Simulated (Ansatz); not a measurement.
Ansatz results at the PBE0-D4/def2-TZVP geometry: HOMO–LUMO gap (PBE/def2-TZVPP) 5.05 eV; HOMO energy (PBE0/def2-TZVPP) -8.03 eV; size of the dipole moment (ωB97M-V/def2-TZVPP) 1.18 D.

Each molecule was computed in one conformer, which needn't be the lowest.

Question: Which molecule gave them?
A. `OB([SiH3])OCF`
B. `BO[SiH](O)[SiH3]`
C. `F[CH2][AlH][GeH3]`
D. `O[SiH2]BO[SiH3]`

Answer: B. The others give `O[SiH2]BO[SiH3]`: 3.78, -7.36, 2.45; `F[CH2][AlH][GeH3]`: 3.62, -7.51, 1.82; `OB([SiH3])OCF`: 5.78, -8.45, 2.54.
